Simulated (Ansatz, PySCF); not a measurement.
Energy difference R1 + R2 → P1 + P2, each structure at its B3LYP-D3(BJ)/def2-TZVP stationary point, reached from a drawn start (curvature not checked).
R1: Cl2MoO2 (SMILES [O]=[Mo](=[O])([Cl])[Cl]), charge 0, multiplicity 1.
P1, ClHMoO2 (SMILES [O]=[MoH](=[O])[Cl]) (charge 0, multiplicity 1):
```json
[
 {"atom": "Mo", "x (Å)": "0.0673", "y (Å)": "0.0137", "z (Å)": "-0.0137"},
 {"atom": "O", "x (Å)": "1.0359", "y (Å)": "1.0733", "z (Å)": "0.8556"},
 {"atom": "O", "x (Å)": "1.0359", "y (Å)": "-0.8556", "z (Å)": "-1.0733"},
 {"atom": "H", "x (Å)": "-0.8499", "y (Å)": "1.0330", "z (Å)": "-1.0330"},
 {"atom": "Cl", "x (Å)": "-1.2890", "y (Å)": "-1.2643", "z (Å)": "1.2643"}
]
```
R2: H2 (SMILES [H][H]), charge 0, multiplicity 1.
P2: HCl (SMILES Cl), charge 0, multiplicity 1.

P less R. No zero-point or thermal terms; no spin–orbit coupling.

Frozen-core correlation throughout. CBS: X⁻³ extrapolation of the correlation energy, Hartree–Fock from the larger set.

Programs: Ansatz (a first-principles code) with Gaussian orbitals; PySCF for the D3/D4 terms. Each number belongs to the level named beside it. Elements past Kr take the def2 small-core potentials, without spin–orbit coupling.

PBE/def2-TZVPP gives 29.13 kcal/mol for the reaction energy.

Where do these levels fall relative to PBE: PBE-D3(BJ)/def2-TZVPP, r2SCAN/def2-TZVPP, B3LYP/def2-TZVPP, wB97M-V/def2-TZVPP, B2PLYP/def2-TZVPP, MP2/def2-QZVPP, CCSD(T)/CBS(def2-TZVPP, def2-QZVPP).

PBE-D3(BJ)/def2-TZVPP 0.99; r2SCAN/def2-TZVPP 2.18; B3LYP/def2-TZVPP -2.23; wB97M-V/def2-TZVPP -2.92; B2PLYP/def2-TZVPP 0.53; MP2/def2-QZVPP 5.71; CCSD(T)/CBS(def2-TZVPP, def2-QZVPP) -1.36 kcal/mol. 4 of 7 lie above PBE; the widest gap is to MP2/def2-QZVPP.
